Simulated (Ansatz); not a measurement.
Born–Oppenheimer molecular dynamics of Cl₄FH₂STa (9 atoms, charge 0, multiplicity 1). It starts at the highest image of a converged band, a first-order saddle point between two minima.

Theory: Ansatz, RHF/def2-SVP.

```yaml
ensemble: NVE (velocity Verlet)
time_step: 0.5 fs
steps_asked: 200
starting_velocities_drawn_for: 100 K
seed: 2957
```

First frame:

```xyz
9
Properties=species:S:1:pos:R:3
Ta -0.282 -0.285 0.246
F 1.811 0.098 0.412
Cl -0.345 0.235 2.524
Cl 0.231 -1.185 -1.859
Cl -0.548 1.871 -0.494
Cl -2.411 -1.119 0.231
S 1.122 -2.332 1.203
H 1.374 -3.011 0.081
H 1.949 -0.966 0.827
```

(1) How far do the bonds stretch over the last three quarters of this one trajectory? (Pairs bonded in most of those frames.)

Results:

(1) 
```tsv
bond	mean (Å)	spread (Å)	shortest	longest
Ta1–F2	1.881	0.104	1.75	2.05
Ta1–Cl3	2.346	0.022	2.30	2.37
Ta1–Cl4	2.351	0.031	2.30	2.38
Ta1–Cl5	2.272	0.029	2.24	2.34
Ta1–Cl6	2.363	0.042	2.28	2.41
Ta1–S7	3.158	0.316	2.66	3.67
S7–H8	1.335	0.004	1.33	1.34
S7–H9	1.346	0.062	1.25	1.44
```

Pairs bonded in part of these frames only: Ta1–S7 75 %.

Mean temperature of the second half: 1139 K. The conserved energy stayed within 0.19 meV per atom of its start (net change -0.12 meV per atom), so the integration is sound. The kinetic energy rose, since the run started high on the potential surface and went downhill. It ends in pieces (Cl4FTa + H2S), so much of that is their flight and rotation, not heat. A run of 0.1 ps of so small a system gives no equilibrium averages. The orbitals stay closed-shell, which can raise the energy where a bond breaks towards radicals; this wasn't checked here.

The run took 8.3 min on 4 threads of Arm Neoverse V2, with other jobs on the host, peak memory 0.49 GiB.
